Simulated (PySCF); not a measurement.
C2H5FO2Si, SMILES C(C[Si@@H](F)O)=O.

Geometry: PBE-D3(BJ)/def2-SVP. The structure was generated by enumeration; whether it is a known compound was not checked. Other conformers were not sampled.

Level of theory: PBE-D3(BJ)/def2-SVP (PySCF 2.14.0).

Frequencies are harmonic and unscaled.

Computed harmonic wavenumbers and intensities:
```csv
mode,ν (cm⁻¹),IR (km/mol),moving atoms (share of kinetic energy)
1,73,1.7,"O 41 %, F 39 %, C 13 %"
2,133,17.7,"H 41 %, C 32 %, O 21 %"
3,197,4.2,"O 56 %, C 14 %, H 13 %, F 12 %"
4,218,4.0,"O 42 %, H 22 %, C 15 %, F 14 %"
5,282,9.9,"O 41 %, F 28 %, Si 15 %, C 10 %"
6,362,30.2,"Si 43 %, O 29 %, F 13 %, H 9 %"
7,541,0.9,"H 41 %, C 31 %, O 17 %, Si 10 %"
8,595,10.8,"H 45 %, C 37 %, Si 12 %"
9,613,55.3,"H 82 %, C 11 %"
10,737,36.0,"H 71 %, C 16 %"
11,765,110.7,"H 61 %, C 23 %, O 9 %"
12,823,86.2,"F 41 %, Si 24 %, H 22 %, O 9 %"
13,846,27.1,"H 69 %, O 18 %, C 9 %"
14,905,25.2,"H 63 %, C 20 %, Si 9 %"
15,947,75.1,"H 34 %, C 29 %, O 19 %, Si 16 %"
16,965,180.1,"Si 31 %, H 24 %, C 20 %, O 15 %, F 9 %"
17,1025,206.3,H 86 %
18,1098,19.8,"H 63 %, C 35 %"
19,1158,115.8,"H 56 %, C 41 %"
20,1352,10.8,H 90 %
21,1368,18.5,"H 81 %, C 15 %"
22,1731,155.0,"C 61 %, O 37 %"
23,2236,125.4,H 97 %
24,2844,115.2,H 92 %
25,2982,1.4,H 94 %
26,3072,2.7,"H 91 %, C 9 %"
27,3477,244.5,H 94 %
```
